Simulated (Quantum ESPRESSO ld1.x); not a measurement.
Values are calculated unless marked as measured or tabulated.
The mean radii <r> (bohr) of the occupied orbitals of an atom or ion are listed with their occupations. Code: ld1.x of Quantum ESPRESSO 7.5. Model: Dirac Kohn-Sham, PBE, spin-unpolarised, spherical densities, point nucleus.

| orbital | occ. | <r> |
|---|---|---|
| 1s1/2 | 2 | 0.01834 |
| 2s1/2 | 2 | 0.07693 |
| 2p1/2 | 2 | 0.06365 |
| 2p3/2 | 4 | 0.07161 |
| 3s1/2 | 2 | 0.2005 |
| 3p1/2 | 2 | 0.1906 |
| 3p3/2 | 4 | 0.2053 |
| 3d3/2 | 4 | 0.1797 |
| 3d5/2 | 6 | 0.1842 |
| 4s1/2 | 2 | 0.4494 |
| 4p1/2 | 2 | 0.4546 |
| 4p3/2 | 4 | 0.4878 |
| 4d3/2 | 4 | 0.5048 |
| 4d5/2 | 6 | 0.5162 |
| 5s1/2 | 2 | 1.068 |
| 5p1/2 | 2 | 1.178 |
| 5p3/2 | 4 | 1.282 |
| 4f5/2 | 6 | 0.6030 |
| 4f7/2 | 8 | 0.6127 |
| 5d3/2 | 1.6 | 1.925 |
| 6s1/2 | 1 | 2.963 |
| 5d5/2 | 2.4 | 1.998 |

Name the element and its charge. Open shells, if any, are shared by 2j + 1.

Answer. Z = 74, tungsten, charge +1: W+ in [Xe] 4f14 5d4 6s1. The 1s radius gives Z: for a bare nucleus <r> = (2 gamma + 1)/(2Z) with gamma = sqrt(1 - (Z/c)^2), 0.01813 bohr for Z = 74, and screening makes it slightly larger (0.01834 here). The occupations add up to 73, and the charge is Z minus that.
